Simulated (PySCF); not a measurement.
Computed IR spectrum (relative IR intensity) of a molecule C3H8AlCl. Coordinates come from a PBE-D3(BJ)/def2-SVP optimisation. Other conformers were not sampled. Level of theory: PBE-D3(BJ)/def2-SVP (PySCF). Frequencies are harmonic and unscaled.

```json
[
 {"ν (cm⁻¹)": "378", "relative intensity": "18"},
 {"ν (cm⁻¹)": "511", "relative intensity": "16"},
 {"ν (cm⁻¹)": "606", "relative intensity": "27"},
 {"ν (cm⁻¹)": "651", "relative intensity": "3.9"},
 {"ν (cm⁻¹)": "654", "relative intensity": "100"},
 {"ν (cm⁻¹)": "945", "relative intensity": "3.9"},
 {"ν (cm⁻¹)": "1017", "relative intensity": "5.9"},
 {"ν (cm⁻¹)": "1057", "relative intensity": "10"},
 {"ν (cm⁻¹)": "1300", "relative intensity": "7.2"},
 {"ν (cm⁻¹)": "1417", "relative intensity": "3.2"},
 {"ν (cm⁻¹)": "1890", "relative intensity": "67"},
 {"ν (cm⁻¹)": "2955", "relative intensity": "12"},
 {"ν (cm⁻¹)": "2961", "relative intensity": "11"},
 {"ν (cm⁻¹)": "2998", "relative intensity": "8.1"},
 {"ν (cm⁻¹)": "3049", "relative intensity": "12"},
 {"ν (cm⁻¹)": "3053", "relative intensity": "11"}
]
```

**Question.** Pick the molecule that these values belong to.
A) CC[CH2][AlH][Cl]
B) C[CH](C)[AlH][Cl]
C) C[CH2][Al]([CH3])[Cl]

**Answer.** A, CC[CH2][AlH][Cl]
